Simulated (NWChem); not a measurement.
## Correlation energy of HAl

```xyz
2

Al     0.0000     0.0000     0.1203
H      0.0000     0.0000    -1.5639
```
Charge 0, spin multiplicity 1.

Program: NWChem. All single points use one geometry, from PBE/def2-SVP, a minimum by its harmonic frequencies.

Basis set: cc-pVDZ. Each correlation energy counts from its own Hartree-Fock reference.

The correlated methods keep 5 core orbitals frozen. The structure started from a generated list of species. Coupled-cluster values serve here as a point of comparison, not as the truth.

Problem. Order these methods by the correlation energy they give, lowest first: CR-CCSD[T], SCS-MP2, RI-MP2, CCSD.

Solution. CR-CCSD[T] (-74.6 mHa), CCSD (-73.7 mHa), SCS-MP2 (-59.9 mHa), RI-MP2 (-51.7 mHa)
